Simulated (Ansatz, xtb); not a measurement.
## Relaxing a trial structure of CH7B2Si+

The starting geometry of this gas-phase singlet was built from a drawn formula by distance geometry; its bonds are those of `[BH+][C@H](B)[SiH3]`.

```xyz
11

C    -0.5580   -0.1253   -0.3078
B     0.7422    0.6271    0.2554
B    -0.2046   -0.9176   -1.6137
Si   -2.1009    0.9219   -0.5850
H     1.0589    1.5583    1.0011
H    -0.8655   -0.8671    0.4841
H    -0.2576   -2.0751   -1.5971
H    -0.2270   -0.3437   -2.6562
H    -2.0838    2.0098    0.4029
H    -3.2961    0.1242   -0.4384
H    -2.1022    1.5796   -1.9012
```

**Question.** Predict what becomes of its bonds when it is optimised with r2SCAN-D4/def2-SVP.

**Answer.** New bonds form, giving a structure with H8 bridging B3 and B2, H11 bridging Si4 and B2, given below by its coordinates. Distances that change by over a tenth: B3–H8 (1.19 → 1.38 Å), Si4–H11 (1.47 → 1.70 Å). Contacts that close: B2–B3 (2.60 → 1.81 Å), B2–Si4 (2.98 → 2.15 Å), B2–H8 (3.22 → 1.35 Å), B2–H11 (3.69 → 1.33 Å).

The energy falls by 2.49 eV over 33 steps:

```csv
step,E − E(last) (eV)
1,2.485
5,1.073
8,1.059
12,1.028
15,0.808
19,0.516
22,0.414
26,0.206
29,0.027
33,0.000
```

Final geometry (Å):

```csv
atom,x (Å),y (Å),z (Å)
C,-0.8989,-0.4627,0.0624
B,-0.1218,0.7253,-0.7710
B,-0.2839,-1.0346,-1.1475
Si,-2.2059,0.7906,-0.2640
H,0.8518,1.3821,-0.5415
H,-0.7284,-0.8467,1.0751
H,0.1665,-1.9919,-1.6937
H,0.0553,0.0567,-1.9285
H,-2.5059,1.7321,0.8309
H,-3.1839,0.5710,-1.3471
H,-1.0394,1.5702,-1.2313
```

From the same start GFN2-xTB ends elsewhere, differing in B2–Si4 (2.93 against 2.15 Å here), B2–H8 (2.13 against 1.35 Å here), B2–H11 (3.17 against 1.33 Å here).

No frequencies were run, so the end isn't proven a minimum. Run with Ansatz 0.2.0, 33 s on 2 threads of Intel(R) Xeon(R) 6975P-C (Granite Rapids), with other jobs on the host.
